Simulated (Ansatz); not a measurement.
Reaction (ligand exchange at the Si–C bond): `N[SiH](F)CF` + dimethylamine → `CN(C)[SiH](N)F` + fluoromethane

Isolated molecules relaxed with PBE0-D4/def2-TZVP in Ansatz; ΔE leaves out vibrations. CBS: MP2 limit from def2 TZ/QZ plus the TZ coupled-cluster correction, frozen cores. This one scheme is used for every species. Functionals use def2-TZVPP. One conformer a species, not always the lowest.

`N[SiH](F)CF`:

```xyz
10

N     1.053   -0.095   -1.184
Si    0.128   -0.729    0.083
F    -1.000   -1.776   -0.372
C    -0.746    0.729    0.898
F    -1.170    1.626   -0.085
H     1.738   -0.636   -1.684
H     0.699    0.673   -1.731
H     0.993   -1.473    1.028
H    -0.071    1.265    1.574
H    -1.624    0.417    1.473
```

`CNC`:

```xyz
10

C    -0.290   -0.421   -1.095
N    -0.197    0.666   -0.148
C     0.191    0.226    1.172
H    -0.530   -0.032   -2.087
H    -1.101   -1.093   -0.799
H     0.629   -1.028   -1.173
H     0.457    1.360   -0.485
H    -0.594   -0.411    1.589
H     0.303    1.087    1.834
H     1.131   -0.353    1.194
```

`CN(C)[SiH](N)F`:

Cartesian coordinates in Å:
```
C 0.592 0.789 -1.585
N 0.036 0.075 -0.461
C -0.878 -0.978 -0.839
Si 0.196 0.632 1.133
N 0.164 -0.692 2.199
F -1.002 1.556 1.673
H -0.187 1.275 -2.188
H 1.147 0.109 -2.244
H 1.283 1.562 -1.242
H -1.257 -1.485 0.049
H -0.375 -1.721 -1.471
H -1.735 -0.587 -1.405
H 1.386 1.517 1.136
H -0.168 -0.585 3.142
H 0.798 -1.467 2.103
```

`CF`:

Z-matrix (Å, degrees):
```
C
F 1 1.376
H 1 1.092 2 109.1
H 1 1.092 2 109.1 3 -120.0
H 1 1.092 2 109.1 3 120.0
```

| level | ΔE (kJ/mol) |
| --- | --- |
| r2SCAN-D4 | -87.8 |
| HF/def2-QZVPP | -91.2 |
| MP2/CBS(def2) | -97.0 |
| CCSD/CBS(def2) | -91.3 |

(1) What does CCSD(T)/CBS give? (An estimate is asked.)

Largest T1 diagnostic among the species: 0.011.

Answers

(1) Computed: -91.9 kJ/mol. The listed levels differ from it by 4.1, 0.7, -5.1, 0.6 kJ/mol.

From PBE to PBE0 (25 % exact exchange), in def2-TZVPP and without D4, ΔE moves by −5.5 kJ/mol. The D4 term adds −8.1 kJ/mol with B3LYP and −4.7 kJ/mol with PBE0; it sums over pairs of atoms, weighted by their polarisabilities, and B3LYP, whose exchange is more repulsive, gets the larger term.

B3LYP here is the variant with VWN-RPA as its local correlation; programs differ in this.
